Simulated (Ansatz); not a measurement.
# Counterpoise correction, worked out

The pair of H2O (SMILES O, atoms 1–3) and AlF3 (SMILES F[Al](F)F, atoms 4–7), both closed shells, in one local arrangement (a lower one may exist), relaxed at PBE0-D4/def2-TZVP:

O1  (0.043, 0.653, -0.914)
H2  (-0.735, 0.480, -1.458)
H3  (0.830, 0.423, -1.423)
F4  (1.367, -1.142, 0.572)
Al5  (-0.027, -0.276, 0.785)
F6  (-0.011, 0.906, 1.928)
F7  (-1.467, -1.043, 0.509)
(Å)

Program: Ansatz 0.2.0. Basis: def2-TZVPPD. Cores are frozen in the correlated methods.

MP2 total energies in eV:

| system | geometry | basis functions | energy |
| --- | --- | --- | --- |
| pair | pair | all | -16811.88419 |
| H2O | as in the pair | all (partner as ghosts) | -2076.98352 |
| AlF3 | as in the pair | all (partner as ghosts) | -14733.42572 |
| H2O | as in the pair | its own | -2076.95510 |
| AlF3 | as in the pair | its own | -14733.39179 |
| H2O | free (PBE0-D4 minimum) | its own | -2076.96972 |
| AlF3 | free (PBE0-D4 minimum) | its own | -14733.60987 |

Problem. Work out the interaction energy with and without the counterpoise correction, the superposition error, and the binding energy from the relaxed fragments.

Solution. Without correction: -16811.88419 − (-2076.95510) − (-14733.39179) = -1.53730 eV.
With correction (each fragment in the whole basis): -16811.88419 − (-2076.98352) − (-14733.42572) = -1.47495 eV = -34.01 kcal/mol.
The superposition error is the difference, 0.06235 eV, 4 % of the uncorrected value: each fragment borrows its partner's functions.
Deformation from the free shapes: 0.01462 eV for H2O and 0.21808 eV for AlF3.
Binding energy from relaxed fragments: -1.47495 + 0.01462 + 0.21808 = -1.24225 eV = -28.65 kcal/mol (electronic, without zero-point energy; negative means bound). The deformation is large: the pair is on the way to a chemical bond or a shared proton. For comparison, the corrected interaction energy by CCSD(T) at an estimated basis limit (MP2 extrapolated from triple and quadruple zeta, plus CCSD(T) − MP2 in triple zeta) is -1.581 eV.

No T1 diagnostic of these runs exceeds 0.015.

For scale, one of the runs: CCSD(T)/def2-TZVPPD, 242 basis functions, launched by `ansatz run in.yaml --threads 4 --pin off --events-out ev --progress --plain --max-ram 9574MiB`. Hardware: 4 CPU threads of an Arm Neoverse V1, shared host. Wall time 2.6 min; peak host memory 5 GiB.
